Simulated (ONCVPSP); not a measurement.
# Transferability test, ONCV potential for germanium (Ge)

```
Element                 : germanium (Ge)
Generator               : ONCVPSP 4.0.1
Type                    : optimised norm-conserving Vanderbilt (ONCV)
Functional              : PBE
Relativity              : fully relativistic
Frozen core             : [Ar]
Valence charge          : 14
Reference configuration : 3d10 4s2 4p2
Partial waves           : 4s: rc 1.60 bohr, ncon 3, nbas 6, qcut 3.5 1/bohr, 1 projector; 4p: rc 2.10 bohr, ncon 5, nbas 9, qcut 3.5 1/bohr, 1 projector; 3d: rc 0.85 bohr, ncon 4, nbas 8, qcut 15.5 1/bohr, 2 projectors, debl 2.9 Ha
Local potential         : polynomial inside 0.80 bohr (lpopt 5, dvloc0 3 Ha)
Core correction         : Teter function, fcfact 2.75, rcfact 1.05
```

Open shells are filled in proportion to 2j + 1.

Energies are relative to the spin-unpolarised reference configuration 3d10 4s2 4p2; without spin polarisation the order of configurations can differ from experiment.

```json
{"valence configuration": "3d10 4s2 4p1", "charge": "+1", "ΔE all-electron (eV)": "7.446", "error AE − PS (meV)": "+3.8"}
{"valence configuration": "3d10 4s1 4p2", "charge": "+1", "ΔE all-electron (eV)": "16.159", "error AE − PS (meV)": "+24"}
```

(1) What are ΔE and the potential's error for 3d10 4s2 4p0?

(2) What are ΔE and the potential's error for 3d10 4s1 4p0?

Levels in the configuration 3d10 4s2 4p1:

```
   level  all-electron (eV)  pseudo (eV)
3d j=5/2            -38.076      -37.986
3d j=3/2            -38.662      -38.568
4s j=1/2            -19.856      -19.839
4p j=3/2            -11.162      -11.156
4p j=1/2            -11.406      -11.398
```

Note: ghosts flagged at negative energy: s at -159.2 eV; GHOST(+) flagged for p3/2 at 11.6 eV, p1/2 at 14.1 eV. A true bound ghost makes a file unfit for plane-wave use.

Results:

(1) ΔE = 22.889 eV all-electron; the error (AE − PS) is +4.7 meV.

(2) ΔE = 57.680 eV all-electron; the error (AE − PS) is +44 meV.
